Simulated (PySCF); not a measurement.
## TeH⁺: frontier orbitals

M06-2X at R = 1.679 Å; PySCF, scalar-relativistic core potentials, basis sets Te aug-cc-pVDZ-PP with ECP28, H aug-cc-pVDZ. State: ³Σ⁻ (triplet), unpaired electrons π ↑↑. Only the outer orbitals are listed, counted within each symmetry, core potentials removing the inner ones.

```tsv
spin	orbital	occ.	ε (eV)	on Te (%)	main shells (%)
α	4σ	1	-28.30	95	94 Te s
α	5σ	1	-18.81	64	56 Te p, 36 H s
α	3π	1	-16.59	100	99 Te p
α	3π	1	-16.59	100	99 Te p
α	6σ	0	-6.20	38	62 H s, 34 Te p, 13 Te d
α	7σ	0	-3.78	52	47 H s, 46 Te s
α	8σ	0	-2.84	92	83 Te p, 11 H s
β	4σ	1	-25.02	90	87 Te s, 10 H s
β	5σ	1	-18.11	61	46 Te p, 40 H s, 14 Te s
β	3π	0	-10.37	102	102 Te p
β	3π	0	-10.37	102	102 Te p
β	6σ	0	-5.92	62	51 Te p, 46 H s, 14 Te d
```

Task: Which are the highest filled and the lowest empty level, where do they sit, and how wide is the gap?

Result: Highest filled α 3π at -16.59 eV (in %: 99 Te p); lowest empty β 3π at -10.37 eV (in %: 102 Te p); the gap at M06-2X is 6.22 eV. Both belong to one degenerate shell, split only by its one-sided filling, so this is no excitation gap.

The bond order (Mayer) is 0.90 and the ⟨S²⟩ is 2.011. The charge on Te (Mulliken, basis-dependent) is 0.91 and the charge on Te (Löwdin, basis-dependent) is 1.14. The dipole moment (positive dipole points towards H; it is taken about the centre of mass and depends on that origin) is 0.82 D.

Shares are Mulliken populations and can fall outside 0 to 100 %.

Spin–orbit coupling is left out. The state was picked by a PBE0 search and need not be the measured ground state.
